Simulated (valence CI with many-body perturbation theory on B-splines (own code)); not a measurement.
E1 line list for Yb⁵⁵⁺

Computed by relativistic CI+MBPT: five valence electrons over a frozen Dirac-Fock core [Ne], radial functions for each j: 9 s, 9 p, 8 d, 6 f, 3 g, 1 h, with the one-electron correlation potential Σ1 (screened to all orders), the two-electron term Σ2, the three-electron term Σ3, Breit, model QED; selected single and double excitations, second order for the rest (own B-spline code, finite nucleus).

No measured spectrum was set against this ion. As an estimate, large intervals hold to a few tenths of a per cent, small ones and those within an open d or f shell to about a per cent. Among the levels kept, up to 570 cm⁻¹ of a level comes from second order outside the variational space, and about a tenth of that is noise between levels of different J, which matters for small intervals.

Lines 51 to 100 of 214 in falling wavelength, among levels below 773.63 eV, chosen from the strongest by gf and those to the six lowest levels. Wavelengths and rates use the calculated energies. Electric multipoles are in the length gauge, E1 and E2 with the static RPA response of the core. Weak lines are less certain than strong ones. Lines between different terms over intervals too small for the method are left out, as are lines whose strength nearly cancels. The highest levels of a list are the least certain.

Levels are named by their leading jj configuration (3d3/2^4 stands for four electrons in 3d with j = 3/2), which in mixed levels can hold well under half, so a name can repeat and another be missing. Letters in brackets count levels of one name in rising energy.

| λ vac (nm) | Upper | Lower | A (s⁻¹) | S (a.u.) |
| --- | --- | --- | --- | --- |
| 6.842 | (3s 3p1/2^2 3p3/2 3d3/2) J=3/2 [b] | (3s^2 3p1/2 3p3/2 3d3/2) J=3/2 [a] | 5.87e+09 | 3.71e-03 |
| 6.840 | (3s 3p1/2^2 3p3/2 3d3/2) J=3/2 [b] | (3s^2 3p1/2 3p3/2 3d3/2) J=1/2 [a] | 6.83e+09 | 4.32e-03 |
| 6.826 | (3s 3p1/2 3p3/2^3) J=3/2 [b] | (3s^2 3p3/2^3) J=3/2 | 2.03e+10 | 1.27e-02 |
| 6.813 | (3s 3p1/2^2 3p3/2 3d3/2) J=3/2 [a] | (3s 3p1/2^2 3p3/2^2) J=1/2 | 3.28e+09 | 2.05e-03 |
| 6.769 | (3s 3p1/2^2 3p3/2 3d3/2) J=3/2 [a] | (3s 3p1/2^2 3p3/2^2) J=3/2 | 4.42e+09 | 2.71e-03 |
| 6.743 | (3s 3p1/2^2 3p3/2 3d3/2) J=1/2 [a] | (3s 3p1/2^2 3p3/2^2) J=1/2 | 4.49e+09 | 1.36e-03 |
| 6.734 | (3s 3p1/2^2 3p3/2 3d3/2) J=5/2 [b] | (3s^2 3p1/2 3p3/2 3d3/2) J=7/2 | 4.08e+10 | 3.69e-02 |
| 6.731 | (3s 3p1/2^2 3p3/2 3d3/2) J=3/2 [b] | (3s^2 3p1/2 3p3/2 3d3/2) J=5/2 [a] | 2.14e+10 | 1.29e-02 |
| 6.704 | (3s 3p1/2^2 3p3/2 3d5/2) J=7/2 [b] | (3s^2 3p1/2 3p3/2 3d5/2) J=9/2 | 3.36e+10 | 3.99e-02 |
| 6.618 | (3s^2 3p1/2 3d3/2^2) J=5/2 | (3s^2 3p1/2 3p3/2 3d3/2) J=5/2 [b] | 6.85e+09 | 5.88e-03 |
| 6.599 | (3s 3p1/2^2 3p3/2^2) J=3/2 | (3s^2 3p1/2 3p3/2^2) J=3/2 | 1.34e+10 | 7.59e-03 |
| 6.557 | (3s 3p1/2^2 3p3/2^2) J=1/2 | (3s^2 3p1/2 3p3/2^2) J=3/2 | 2.25e+08 | 6.27e-05 |
| 6.556 | (3s^2 3p1/2 3p3/2 3d3/2) J=1/2 [a] | (3s^2 3p1/2 3p3/2^2) J=1/2 | 2.25e+09 | 6.26e-04 |
| 6.555 | (3s^2 3p1/2 3d3/2 3d5/2) J=5/2 | (3s^2 3p1/2 3p3/2 3d5/2) J=3/2 [b] | 2.77e+09 | 2.31e-03 |
| 6.554 | (3s^2 3p1/2 3p3/2 3d3/2) J=3/2 [a] | (3s^2 3p1/2 3p3/2^2) J=1/2 | 1.87e+09 | 1.04e-03 |
| 6.477 | (3s^2 3p1/2 3d3/2^2) J=3/2 | (3s^2 3p1/2 3p3/2 3d5/2) J=5/2 [a] | 1.99e+09 | 1.07e-03 |
| 6.470 | (3s^2 3p1/2 3d3/2 3d5/2) J=3/2 | (3s^2 3p1/2 3p3/2 3d5/2) J=1/2 | 4.55e+09 | 2.43e-03 |
| 6.436 | (3s 3p1/2^2 3p3/2 3d3/2) J=5/2 [b] | (3s^2 3p1/2 3p3/2 3d3/2) J=3/2 [a] | 4.40e+09 | 3.48e-03 |
| 6.409 | (3s^2 3p1/2 3d3/2 3d5/2) J=7/2 | (3s^2 3p1/2 3p3/2 3d5/2) J=7/2 [b] | 5.36e+09 | 5.58e-03 |
| 6.394 | (3s^2 3p1/2 3d3/2 3d5/2) J=7/2 | (3s^2 3p1/2 3p3/2 3d5/2) J=5/2 [b] | 1.96e+09 | 2.02e-03 |
| 6.309 | (3s 3p1/2^2 3p3/2 3d3/2) J=1/2 [b] | (3s^2 3p1/2 3p3/2 3d3/2) J=3/2 [a] | 4.09e+10 | 1.01e-02 |
| 6.307 | (3s 3p1/2^2 3p3/2 3d3/2) J=1/2 [b] | (3s^2 3p1/2 3p3/2 3d3/2) J=1/2 [a] | 7.07e+09 | 1.75e-03 |
| 6.292 | (3s 3p1/2^2 3p3/2 3d5/2) J=7/2 [b] | (3s^2 3p1/2 3p3/2 3d5/2) J=7/2 [a] | 1.60e+10 | 1.57e-02 |
| 6.288 | (3s^2 3p1/2 3d3/2 3d5/2) J=5/2 | (3s^2 3p1/2 3p3/2 3d5/2) J=7/2 [b] | 2.72e+09 | 2.00e-03 |
| 6.271 | (3s 3p1/2^2 3p3/2 3d5/2) J=3/2 [b] | (3s^2 3p1/2 3p3/2 3d5/2) J=5/2 [a] | 1.05e+10 | 5.10e-03 |
| 6.227 | (3s 3p1/2^2 3p3/2 3d5/2) J=5/2 [b] | (3s^2 3p1/2 3p3/2 3d5/2) J=3/2 [a] | 6.75e+09 | 4.83e-03 |
| 6.185 | (3s^2 3p1/2 3p3/2 3d3/2) J=5/2 [a] | (3s^2 3p1/2 3p3/2^2) J=5/2 | 5.04e+09 | 3.53e-03 |
| 6.095 | (3s^2 3p1/2 3p3/2 3d3/2) J=3/2 [a] | (3s^2 3p1/2 3p3/2^2) J=5/2 | 1.33e+10 | 5.94e-03 |
| 6.085 | (3s^2 3p1/2 3d3/2 3d5/2) J=3/2 | (3s^2 3p1/2 3p3/2 3d5/2) J=5/2 [b] | 2.55e+09 | 1.13e-03 |
| 5.999 | (3s 3p1/2^2 3p3/2 3d3/2) J=3/2 [b] | (3s 3p1/2^2 3p3/2^2) J=1/2 | 4.39e+09 | 1.87e-03 |
| 5.965 | (3s 3p1/2^2 3p3/2 3d3/2) J=3/2 [b] | (3s 3p1/2^2 3p3/2^2) J=3/2 | 1.14e+10 | 4.79e-03 |
| 5.925 | (3s 3p1/2^2 3p3/2 3d3/2) J=5/2 [a] | (3s 3p1/2^2 3p3/2^2) J=5/2 | 6.30e+09 | 3.88e-03 |
| 5.867 | (3s 3p1/2^2 3p3/2 3d3/2) J=3/2 [a] | (3s 3p1/2^2 3p3/2^2) J=5/2 | 1.46e+10 | 5.84e-03 |
| 5.860 | (3s^2 3p1/2 3p3/2 3d3/2) J=5/2 [a] | (3s^2 3p1/2 3p3/2^2) J=3/2 | 2.58e+04 | 1.54e-08 |
| 5.850 | (3s^2 3p1/2 3p3/2 3d3/2) J=7/2 | (3s^2 3p1/2 3p3/2^2) J=5/2 | 7.30e+08 | 5.77e-04 |
| 5.801 | (3s^2 3p1/2^2 3d3/2) J=3/2 | (3s^2 3p1/2^2 3p3/2) J=3/2 | 1.04e+10 | 4.00e-03 |
| 5.793 | (3s^2 3p1/2 3d3/2 3d5/2) J=7/2 | (3s^2 3p1/2 3p3/2 3d5/2) J=5/2 [a] | 3.51e+09 | 2.70e-03 |
| 5.780 | (3s^2 3p1/2 3p3/2 3d3/2) J=1/2 [a] | (3s^2 3p1/2 3p3/2^2) J=3/2 | 3.94e+09 | 7.51e-04 |
| 5.779 | (3s^2 3p1/2 3p3/2 3d3/2) J=3/2 [a] | (3s^2 3p1/2 3p3/2^2) J=3/2 | 8.71e+08 | 3.32e-04 |
| 5.706 | (3s^2 3p1/2 3d3/2^2) J=1/2 | (3s^2 3p1/2 3p3/2 3d3/2) J=1/2 [b] | 1.39e+10 | 2.55e-03 |
| 5.667 | (3s 3p1/2^2 3p3/2 3d3/2) J=7/2 | (3s 3p1/2^2 3p3/2^2) J=5/2 | 2.69e+09 | 1.94e-03 |
| 5.555 | (3s 3p1/2^2 3p3/2 3d3/2) J=1/2 [b] | (3s 3p1/2^2 3p3/2^2) J=3/2 | 5.80e+09 | 9.81e-04 |
| 5.551 | (3s^2 3p1/2 3d3/2^2) J=5/2 | (3s^2 3p1/2 3p3/2 3d3/2) J=3/2 [a] | 2.84e+09 | 1.44e-03 |
| 5.478 | (3s^2 3p1/2 3d3/2^2) J=5/2 | (3s^2 3p1/2 3p3/2 3d3/2) J=5/2 [a] | 6.08e+09 | 2.96e-03 |
| 5.428 | (3s^2 3p1/2 3d3/2 3d5/2) J=7/2 | (3s^2 3p1/2 3p3/2 3d5/2) J=7/2 [a] | 2.30e+09 | 1.45e-03 |
| 5.397 | (3s^2 3p1/2 3d3/2^2) J=3/2 | (3s^2 3p1/2 3p3/2 3d3/2) J=5/2 [b] | 6.16e+09 | 1.91e-03 |
| 5.295 | (3s^2 3p1/2 3p3/2 3d3/2) J=1/2 [b] | (3s^2 3p1/2 3p3/2^2) J=1/2 | 4.20e+08 | 6.16e-05 |
| 5.290 | (3s^2 3p1/2 3p3/2 3d3/2) J=3/2 [b] | (3s^2 3p1/2 3p3/2^2) J=1/2 | 7.22e+08 | 2.11e-04 |
| 5.253 | (3s 3p1/2^2 3p3/2 3d3/2) J=3/2 [b] | (3s 3p1/2^2 3p3/2^2) J=5/2 | 3.68e+09 | 1.05e-03 |
| 5.178 | (3s^2 3p1/2 3p3/2 3d3/2) J=5/2 [b] | (3s^2 3p1/2 3p3/2^2) J=5/2 | 2.60e+09 | 1.07e-03 |
